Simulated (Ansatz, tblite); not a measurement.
Cost and result up the ladder for [SnH3]- (SnH3⁻) (4 atoms). Charge -1, multiplicity 1. Geometry: PBE-D4/def2-TZVPD.

```xyz
4

Sn    0.366    0.569    0.351
H    -1.257   -0.066    0.867
H     1.032   -1.113    0.176
H    -0.141    0.611   -1.394
```

Ansatz on 4 threads of Intel Xeon Platinum 8488C on a shared host; xTB runs through tblite on one thread. Times are rough, summed over both states, and most runs start from the orbitals of an earlier one. CCSD(T)/def2-TZVPPD serves as the yardstick here, not as an exact answer. The other state is a doublet.

In the def2 sets Sn takes a core potential; there is no spin–orbit coupling. The xTB rows come from tblite. Correlated methods freeze 4 core orbitals; core or outer-core shells of Sn are correlated, in sets that lack core-valence functions.

Correlated methods converge slowly with the basis.

Raw xTB energies of ions are shifted by several eV.

```
                             level  functions  wall time  vertical IE (eV)  difference from CCSD(T)/def2-TZVPPD (eV)                       remarks
                          GFN2-xTB         12    0.002 s              7.16                                      4.77                             –
                          GFN1-xTB         15    0.007 s              7.49                                      5.11                             –
                 PBE-D4/def2-TZVPD         83     0.95 s              2.39                                      0.01  HOMO above zero (-1 singlet)
                PBE0-D4/def2-TZVPD         83      1.2 s              2.38                                      0.00                             –
r2SCAN-D4/def2-TZVPD (with forces)         83      1.7 s              2.36                                     -0.03  HOMO above zero (-1 singlet)
               CCSD(T)/def2-TZVPPD        107      9.6 s              2.38                                      0.00                             –
```
